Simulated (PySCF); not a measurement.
**Excitation energy of Kr by level of theory**

Kr [Kr] (1S) → Kr [Ar] 3d10 4s2 4p5 4d1 (high-spin determinant), as a difference of total energies. Computed with PySCF 2.14 in aug-cc-pVTZ-PP with one added diffuse shell each of s, d, f type with ECP10MDF (7s5p5d3f, 68 functions), with a scalar-relativistic core potential. Correlated levels: valence: 3s2 3p6 3d10 frozen. The calculations carry no spin-orbit coupling.

| method | excitation energy (eV) |
| --- | --- |
| UHF | 11.708 |
| MP2 (valence) | 12.450 |
| SCS-MP2 (valence) | 12.439 |
| CCSD (valence) | 12.314 |
| CCSD(T) (valence) | 12.342 |

Q: How much does correlation contribute at CCSD(T) (valence)?

A: 12.342 − (11.708) = 0.634 eV, measured against UHF.

The promoted electron is Rydberg-like, and one or two diffuse shells describe it only roughly, which tends to raise the upper state.

The determinant of the upper state mixes LS terms, which raises its energy above the lowest term, most at the Hartree-Fock and MP2 levels.
